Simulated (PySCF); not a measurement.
Job file and geometry (Å, from PBE0-D3(BJ)/def2-SVP) of an NMR shielding run on SMILES [NH3]->[Ag+]<-[NH3], [AgH6N2]+, GIAO PBE0/pcSseg-1 Ag:def2-TZVP NMR shielding, core potentials past Kr, else non-relativistic, gas phase (PySCF); density fitting, a coarse starting grid and PySCF grid level 2 are the driver's defaults:

```
{"job": {"kind": "nmr", "xc": "PBE0", "basis": {"default": "pcSseg-1", "Ag": "def2-TZVP"}}, "charge": 1, "multiplicity": 1}
Ag     0.002039     0.001415     0.000021
N     -0.007600    -0.013811     2.142101
H     -0.424063     0.832460     2.536265
H      0.933304    -0.082406     2.535847
H     -0.537531    -0.800456     2.523374
N      0.007908     0.014060    -2.142076
H     -0.936330     0.016860    -2.533834
H      0.480608    -0.802520    -2.535452
H      0.481665     0.834398    -2.526256
```

Q: What does the program print?

A: 
```
coarse grid: 33280 points
cycle   1  E = -258.1650788435  dE = -9.063e+00  |g| = 3.231e+00  |ddm| = 5.678e+00
cycle   2  E = -233.9639606709  dE =  2.420e+01  |g| = 6.351e+00  |ddm| = 1.265e+01
cycle   3  E = -258.6328915708  dE = -2.467e+01  |g| = 2.380e+00  |ddm| = 1.280e+01
cycle   4  E = -259.3596240646  dE = -7.267e-01  |g| = 1.571e+00  |ddm| = 3.176e+00
cycle   5  E = -259.7789333210  dE = -4.193e-01  |g| = 3.293e-01  |ddm| = 1.234e+00
cycle   6  E = -259.7988621425  dE = -1.993e-02  |g| = 7.329e-02  |ddm| = 2.127e-01
cycle   7  E = -259.7996197953  dE = -7.577e-04  |g| = 1.060e-02  |ddm| = 4.314e-02
cycle   8  E = -259.7996392459  dE = -1.945e-05  |g| = 6.101e-04  |ddm| = 7.103e-03
cycle   9  E = -259.7996393134  dE = -6.756e-08  |g| = 2.232e-04  |ddm| = 5.978e-04
final grid: 68656 points
cycle  10  E = -259.7996236525  dE = -5.708e-10  |g| = 2.513e-04  |ddm| = 3.708e-04
cycle  11  E = -259.7996236435  dE =  9.007e-09  |g| = 3.244e-04  |ddm| = 3.152e-04
cycle  12  E = -259.7996236638  dE = -2.037e-08  |g| = 2.916e-05  |ddm| = 1.885e-04
cycle  13  E = -259.7996236640  dE = -1.355e-10  |g| = 1.305e-06  |ddm| = 1.529e-05
converged SCF energy = -259.7996236640

GIAO shielding tensors (ppm)
atom      isotropic    diamagn.    paramagn.     s11        s22        s33       span
  0 Ag         nan         nan         nan        nan        nan        nan        nan
  1 N      269.493     313.853     -44.360    240.453    284.007    284.018     43.565
  2 H       29.184      27.241       1.943     20.381     24.635     42.536     22.155
  3 H       29.183      27.237       1.946     20.381     24.634     42.536     22.155
  4 H       29.184      27.247       1.937     20.379     24.641     42.532     22.153
  5 N      269.492     313.852     -44.360    240.456    284.004    284.015     43.560
  6 H       29.183      27.246       1.938     20.379     24.641     42.531     22.152
  7 H       29.184      27.242       1.942     20.381     24.636     42.535     22.154
  8 H       29.184      27.237       1.947     20.382     24.632     42.538     22.155
```

Q: Turn these shieldings into chemical shifts. Referencing at the same level of theory: 15N (265.67 ppm) against NH3; 1H (31.27 ppm) vs TMS.

A: Averaging equivalent atoms: N 1/5: -3.8; H 2/3/4/6/7/8: 2.08 ppm. No reference was computed at this level for Ag. Experimental scales use liquid or dissolved standards, which lie at an offset from isolated NH3 (liquid NH3: subtract about 20 ppm).

Ag is described by an effective core potential, so it has no shielding of its own here; spin–orbit effects on the atoms bonded to it, which can be large, are absent, and the values of these neighbours are rough.

Size and cost of the density-fitted run: 104 basis functions, 8.8 s wall time on 1 thread of an Arm Neoverse N1, shared host.
